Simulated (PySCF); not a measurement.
Simulated Cl 2p region for (KCl)2 ring (K2Cl2), binding energy against the vacuum level.

Every computed line was given a Gaussian of 0.5 eV full width at half maximum and an area set by the number of equivalent atoms (split 2:1 within a doublet); the highest printed point is 100. Method used: delta-SCF UKS SCAN, pcX-2 on the ionised atom, pcseg-1 elsewhere, spin-free X2C (PySCF 2.14.0).

(binding energy (eV), intensity): (202.2, 1), (202.3, 3), (202.4, 10), (202.5, 24), (202.6, 48), (202.7, 76), (202.8, 98), (202.9, 100), (203.0, 82), (203.1, 54), (203.2, 28), (203.3, 12), (203.4, 4), (203.5, 1), (203.6, 0), (203.7, 0), (203.8, 0), (203.9, 1), (204.0, 3), (204.1, 8), (204.2, 17), (204.3, 31), (204.4, 44), (204.5, 51), (204.6, 47), (204.7, 35), (204.8, 21), (204.9, 10), (205.0, 4), (205.1, 1), (205.2, 0)

**Question.** How many maxima does the curve show, and how many computed lines lie under it?

**Answer.** The curve has 2 maxima (at 202.9 and 204.5 eV). Under it lie 2 lines from 1 inequivalent chlorine site, drawn as a 2p3/2, 2p1/2 pair.

**Question.** Decompose the envelope and assign each component. Bonds: K1–Cl2, K1–Cl4, Cl2–K3, K3–Cl4.

**Answer.** 
```
position (eV)  relative area      line    atoms             environment
       202.86           1.33  Cl 2p3/2  Cl2/Cl4  chlorine bonded to 2 K
       204.51           0.67  Cl 2p1/2  Cl2/Cl4  chlorine bonded to 2 K
```

**Question.** What are the centre and the root-mean-square width of the whole band?

**Answer.** The area-weighted mean of the lines is 203.41 eV. Their own spread about it is 0.78 eV (rms) and each Gaussian has σ = 0.5/2.355 = 0.21 eV; the variances add, which gives 0.81 eV.

Shake-up satellites, vibrational structure and lifetime widths aren't simulated. Atoms equivalent by their bonding share one computed value, that of the first of them. Spin–orbit and ligand-field terms were added within each 2p shell after the spin-free SCF. 2p1/2 minus 2p3/2 (ligand field included): Cl 1.65 eV. Isolated species at its PBE0-D3(BJ)/def2-SVP geometry, gas phase.
